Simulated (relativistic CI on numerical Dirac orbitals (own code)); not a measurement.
**Mg2+: what numerical and physical settings do to a radial Dirac CI calculation**

Reference input:

```
atom Mg  Z=12  charge=2  electrons=10
nucleus A=24  rms_radius_fm=3.0570
hamiltonian dirac-coulomb  breit=on  qed=on  c_scale=1
orbitals kli  potential=per-configuration
slater_scale 1
correlation none
mixing on
grid step=0.0125 r_max=24.9
scf mixing=0.4 start=green max_iterations=150 tolerance=2e-08 node_fill=0.05
configurations
  [He] 2s2 2p6
end
```

Computed lowest total energy -199.09531 Ha, 10 SCF steps. Runs with settings changed; * marks those that are bad on purpose (the QED terms keep the true α when c is scaled):

| Changed | Outcome | Lowest level | ΔE (Ha) | First excitation (cm⁻¹) | SCF steps | Message |
| --- | --- | --- | --- | --- | --- | --- |
| speed of light × 2 | converged | 2p⁶ ¹S0 | 0.214 |  | 10 |  |
| node fill of the KLI weights 0, end of the grid at 12.45 bohr, grid step 0.008 | converged | 2p⁶ ¹S0 | 0.000107 |  | 10 |  |
| QED terms off | converged | 2p⁶ ¹S0 | -0.0206 |  | 10 |  |
| Breit term off | converged | 2p⁶ ¹S0 | -0.0317 |  | 10 |  |
| end of the grid at 3.73 bohr * | not converged |  |  |  | 10 | orbital 2s not found |
| iteration limit 1 * | not converged |  |  |  | 1 | SCF of 1s2 2s2 2p6 did not converge |

With so few configurations and no correlation, terms lie too far apart (by 10 to 50 % near neutrality), their order can be wrong, and levels of other configurations are missing.
